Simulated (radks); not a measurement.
Spherical quantum dot in the effective-mass picture: electrons in a well V = -V0 / (1 + exp((r - R)/a)) with V0 = 3.33, R = 7.26, a = 0.25, all in effective atomic units (hartree* = m*/eps^2 hartree, bohr* = eps/m* bohr), one dielectric constant everywhere. Calculated with a radial shooting solver with Libxc functionals: non-relativistic Kohn-Sham, LDA (Slater exchange, Perdew-Wang correlation), spin-polarised, spherical densities. Levels are named by radial order and angular momentum (1s, 1p, 1d, 2s, ...), and open shells are averaged over m.

N = 17, configuration 1s2 1p6 1d(up 5, down 4). This is the lowest configuration that the search found. Occupied and some empty levels:

| level | occupation | eigenvalue (hartree*) | <r> (bohr*) |
|---|---|---|---|
| 1s up | 1 | -0.47314 | 5.299 |
| 1s down | 1 | -0.46736 | 5.295 |
| 1p up | 3 | -0.43247 | 5.410 |
| 1p down | 3 | -0.42657 | 5.408 |
| 1d up | 5 | -0.35778 | 5.531 |
| 1d down | 4 | -0.35180 | 5.530 |
| 1f up | 0 | -0.25296 | 5.646 |
| 1f down | 0 | -0.24693 | 5.646 |
| 2s up | 0 | -0.085955 | 3.463 |
| 2s down | 0 | -0.083465 | 3.456 |

Energy (hartree*): total -30.1118, kinetic 4.0299, external -55.006, Hartree 24.493, exchange-correlation -3.6286.

Electron density:

| r (bohr*) | n(r) (e/bohr*^3) |
|---|---|
| 0.778 | 0.0002801 |
| 1.61 | 0.0006857 |
| 2.45 | 0.001909 |
| 3.28 | 0.004917 |
| 4.12 | 0.01067 |
| 4.96 | 0.01757 |
| 5.79 | 0.01791 |
| 6.63 | 0.007118 |
| 7.46 | 0.0004915 |
| 8.30 | 0.00001131 |
| 9.13 | 2.599e-07 |
| 9.97 | 6.865e-09 |
